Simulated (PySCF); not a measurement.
Si(H)(F)(vinyl)(OH) (C2H5FOSi), SMILES C=C[SiH](O)F. The structure is a stationary point at PBE0-D3(BJ)/def2-SVP. This is a generated structure with no PubChem entry under its InChIKey; it may be hypothetical. One conformer was computed; it need not be the lowest.

All values below come from PySCF with PBE0-D3(BJ)/def2-SVP.

Harmonic wavenumbers (cm⁻¹): 93, 169, 220, 303, 342, 414, 539, 675, 782, 831, 881, 894, 955, 1010, 1014, 1046, 1275, 1417, 1686, 2311, 3143, 3163, 3245, 3930. Rotational constants (GHz): 6.111, 3.070, 2.341; symmetry number 1.

Question: Work out the zero-point energy and the ideal-gas rigid-rotor harmonic-oscillator thermochemistry at 298.15 K and 1 atm.

Answer: ZPE = ½ Σ hcν = ½ × 30340 cm⁻¹ = 181.47 kJ/mol. H − E(el) = 201.17 kJ/mol. Entropy in J/(mol K): translation 165.16, rotation 110.44, vibration 56.64, total 332.24. G − E(el) = 102.11 kJ/mol. Cp = 102.27 J/(mol K). Modes under 150 cm⁻¹ make the vibrational entropy uncertain.
